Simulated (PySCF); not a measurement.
**How methods differ on the excitation energy of Ir**

Ir [Xe] 4f14 5d7 6s2 (4F) → Ir [Xe] 4f14 5d6 6s2 7s1 (6D), as a difference of total energies. Computed with PySCF 2.14 in aug-cc-pwCVDZ-PP with ECP60MDF, with scalar relativity through the core potential. Correlated levels: valence and next inner shell: nothing frozen outside the core potential. The calculations carry no spin-orbit coupling.

```json
{"method": "UHF", "excitation energy (eV)": "6.971"}
{"method": "MP2 (valence and next inner shell)", "excitation energy (eV)": "7.877"}
{"method": "SCS-MP2 (valence and next inner shell)", "excitation energy (eV)": "7.934"}
{"method": "CCSD (valence and next inner shell)", "excitation energy (eV)": "7.853"}
{"method": "CCSD(T) (valence and next inner shell)", "excitation energy (eV)": "7.921"}
```

Problem. How much does correlation contribute at CCSD(T) (valence and next inner shell)?

Solution. 7.921 − (6.971) = 0.950 eV, measured against UHF.

The promoted electron is Rydberg-like, and one or two diffuse shells describe it only roughly, which tends to raise the upper state.
